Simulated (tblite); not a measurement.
Isomers of C6H11N3. Computed values, GFN2-xTB/tblite, gas phase, harmonic and unscaled. The method is semi-empirical: single wavenumbers can be off by several per cent or more. One conformer each.

Electronic energies: GFN2-xTB at the same geometries; isomer energies are rough at this level and their order can be wrong.

| SMILES | electronic energy, lowest = 0 (kcal/mol) |
| --- | --- |
| CCc1cnn(CC)n1 | 3.1 |
| CCc1nn(C)nc1C | 0.4 |
| CC(C)Cn1nccn1 | 5.2 |
| CC(C)(C)c1cn[nH]n1 | 9.4 |
| Cc1cnn(C(C)C)n1 | 0.0 |

Problem. How do GFN2-xTB zero-point energies change the relative energies?

Solution. 
```
            SMILES  ZPE (kcal/mol)  of it from modes above 1550 cm⁻¹  electronic (kcal/mol)  with ZPE, lowest = 0 (kcal/mol)  lowest mode (cm⁻¹)  rings
   Cc1cnn(C(C)C)n1           105.6                              47.9                    0.0                              0.0                  29      1
     CCc1nn(C)nc1C           105.2                              47.4                    0.4                              0.1                  33      1
     CCc1cnn(CC)n1           106.0                              47.7                    3.1                              3.5                  23      1
     CC(C)Cn1nccn1           106.3                              48.0                    5.2                              5.9                  17      1
CC(C)(C)c1cn[nH]n1           106.0                              48.5                    9.4                              9.8                  25      1
```

The zero-point energies span 1.1 kcal/mol, from `CCc1nn(C)nc1C` to `CC(C)Cn1nccn1`. The order is unchanged.
